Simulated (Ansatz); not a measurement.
Consider the redistribution: `C[N](C)[InH][OH]` + `[CH3][MgH]` → `[OH][InH2]` + `[CH3][Mg][N](C)C`.

Program: Ansatz. Geometries: PBE0-D4/def2-TZVP. ΔE: electronic, gas phase. CCSD(T)/CBS is the MP2 limit (def2-TZVPP, def2-QZVPP) plus CCSD(T) − MP2 in def2-TZVPP, frozen cores. Functionals use def2-TZVPP. B3LYP here is the variant with VWN-RPA as its local correlation; programs differ in this. def2 core potentials past Kr. For In, Mg outer-core shells are correlated without core-valence functions, which leaves a few kJ/mol of doubt a bond. One conformer a species, not always the lowest.

```
             level  ΔE (kJ/mol)  difference from CCSD(T)/CBS
         revPBE-D4        -34.9                         -1.3
           PBE0-D4        -36.2                         -2.6
          B3LYP-D4        -35.9                         -2.3
        r2SCAN0-D4        -39.1                         -5.5
           ωB97M-V        -36.7                         -3.1
            B2PLYP        -38.0                         -4.4
            revPBE        -42.5                         -8.9
              PBE0        -39.9                         -6.3
           r2SCANh        -39.6                         -6.0
           r2SCAN0        -40.3                         -6.7
         CAM-B3LYP        -39.9                         -6.3
     CCSD/def2-SVP        -44.7                        -11.1
    MP2/def2-TZVPP        -32.5                          1.1
SCS-MP2/def2-TZVPP        -33.9                         -0.3
    MP2/def2-QZVPP        -32.9                          0.7
SCS-MP2/def2-QZVPP        -34.6                         -1.0
       CCSD(T)/CBS        -33.6                            0
```

Largest T1 diagnostic among the species: 0.017.

In def2-TZVPP, CCSD(T) changes the Hartree–Fock value by +6.9 kJ/mol (the triples alone add +2.3 kJ/mol) and MP2 by +7.7 kJ/mol. The D4 term adds +6.8 kJ/mol with B3LYP and +3.7 kJ/mol with PBE0; it sums over pairs of atoms, weighted by their polarisabilities, and B3LYP, whose exchange is more repulsive, gets the larger term. At CCSD(T), def2-SVP lies −9.8 kJ/mol from the extrapolated value and def2-TZVPP +0.3 kJ/mol.
